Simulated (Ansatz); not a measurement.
Reaction (formal exchange of groups at the Si–C bond): `C=C=C[SiH2]C` + `ClCCCl` → `C[SiH2]CCCl` + `C=C=CCl`

Isolated molecules relaxed with PBE0-D4/def2-TZVP in Ansatz; ΔE leaves out vibrations. CCSD(T)/CBS is the MP2 limit (def2-TZVPP, def2-QZVPP) plus CCSD(T) − MP2 in def2-TZVPP, frozen cores. This one scheme is used for every species. DFT in def2-TZVPP. B3LYP here is the variant with VWN-RPA as its local correlation; programs differ in this. One conformer a species, not always the lowest.

**Question.** Is it downhill or uphill in electronic energy at CCSD(T)/CBS, and by how much? (Best estimate.)

**Answer.** Computed: Uphill: ΔE = +0.33 eV.

**Question.** What do these levels give: B2PLYP, B3LYP, HF/def2-TZVPP, CCSD/def2-TZVPP, CCSD(T)/def2-TZVPP, MP2/CBS(def2)? (Estimate.)

**Answer.** Computed: B2PLYP 0.33, B3LYP 0.30, HF/def2-TZVPP 0.43, CCSD/def2-TZVPP 0.33, CCSD(T)/def2-TZVPP 0.32, MP2/CBS(def2) 0.36 eV.

Largest T1 diagnostic among the species: 0.012.

In def2-TZVPP, CCSD(T) changes the Hartree–Fock value by −0.11 eV (the triples alone add −0.01 eV) and MP2 by −0.08 eV. From PBE to PBE0 (25 % exact exchange), in def2-TZVPP and without D4, ΔE moves by +0.04 eV.
